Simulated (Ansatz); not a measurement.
Reaction (silylene formation by 1,1-elimination): `C[SiH](O)Br` → `C[Si]Br` + H₂O

Computed with Ansatz on PBE0-D4/def2-TZVP structures; ΔE is electronic, products minus reactants. CBS: MP2 limit from def2 TZ/QZ plus the TZ coupled-cluster correction, frozen cores. This one scheme is used for every species. Functionals use def2-TZVPP. For Br outer-core shells are correlated without core-valence functions, which leaves a few kJ/mol of doubt a bond. Scalar relativity is left out up to krypton. Each species was taken in one conformer, which may not be the lowest.

`C[SiH](O)Br`:

Z-matrix (Å, degrees):
```
C
Si 1 1.852
H 1 1.092 2 110.4
H 1 1.093 2 110.0 3 119.8
H 1 1.092 2 111.1 3 -119.9
O 2 1.637 1 113.4 3 -177.9
Br 2 2.235 1 107.6 3 60.6
H 2 1.477 1 112.8 3 -57.9
H 6 0.958 2 118.4 1 -69.2
```

`C[Si]Br`:

Cartesian coordinates in Å:
```
C 0.062 -0.322 -0.528
Si -0.490 1.355 0.142
Br -0.112 0.970 2.341
H 1.112 -0.503 -0.272
H -0.053 -0.369 -1.614
H -0.519 -1.130 -0.070
```

H₂O:

Cartesian coordinates in Å:
```
O -0.065 0.352 -0.152
H 0.296 0.148 0.713
H -0.230 -0.500 -0.561
```

```csv
level,ΔE (kJ/mol)
revPBE-D4,270.1
ωB97M-V,287.5
PBE0,287.0
MP2/def2-SVP,292.9
```

(1) What does CCSD(T)/CBS give? (Estimate.)

Largest T1 diagnostic among the species: 0.011.

Answers

(1) Ansatz gave: +289.7 kJ/mol. The listed levels differ from it by -19.6, -2.2, -2.7, 3.2 kJ/mol.

The D4 term adds +9.3 kJ/mol with B3LYP and +5.1 kJ/mol with PBE0; it sums over pairs of atoms, weighted by their polarisabilities, and B3LYP, whose exchange is more repulsive, gets the larger term. From PBE to PBE0 (25 % exact exchange), in def2-TZVPP and without D4, ΔE moves by +17.8 kJ/mol.

B3LYP here is the variant with VWN-RPA as its local correlation; programs differ in this.
